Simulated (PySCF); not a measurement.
# How the method changes the constants of KLi⁻

State: ²Σ⁺ (doublet), unpaired electrons σ ↑. Set-up: basis K aug-cc-pVDZ-X2C, Li aug-cc-pVDZ-DK; spin-free X2C with a Gaussian nucleus; PySCF 2.14. De refers to K + Li⁻ in their ground configurations, without counterpoise correction. The functionals are run spin-unrestricted. A positive dipole points towards Li; it is taken about the centre of mass and depends on that origin. Levels whose curve was spin-contaminated or gave no clean fit are not listed.

```json
{"Level": "ROHF-MP2", "Re (Å)": "3.711", "ωe (cm⁻¹)": "143", "De (eV)": "n/a", "μ (D)": "n/a"}
{"Level": "ROHF-SCS-MP2", "Re (Å)": "3.724", "ωe (cm⁻¹)": "142", "De (eV)": "n/a", "μ (D)": "n/a"}
{"Level": "PBE", "Re (Å)": "3.749", "ωe (cm⁻¹)": "134", "De (eV)": "0.74", "μ (D)": "-3.90"}
{"Level": "M06-L", "Re (Å)": "3.807", "ωe (cm⁻¹)": "137", "De (eV)": "0.74", "μ (D)": "-5.07"}
{"Level": "B3LYP", "Re (Å)": "3.771", "ωe (cm⁻¹)": "127", "De (eV)": "0.61", "μ (D)": "-3.91"}
{"Level": "HSE06", "Re (Å)": "3.786", "ωe (cm⁻¹)": "134", "De (eV)": "0.71", "μ (D)": "-3.86"}
```

Correlated steps freeze 5 core orbitals. For an ion De counts to the pair picked by the measured ionisation energies or electron affinities, which need not be the lowest pair at this level. The highest Kohn–Sham level is positive in this anion. Much of that is self-interaction error, but it also means that the finite basis helps to hold the extra electron. The state is the lowest determinant that a PBE0 search found; another state may lie lower at other levels.
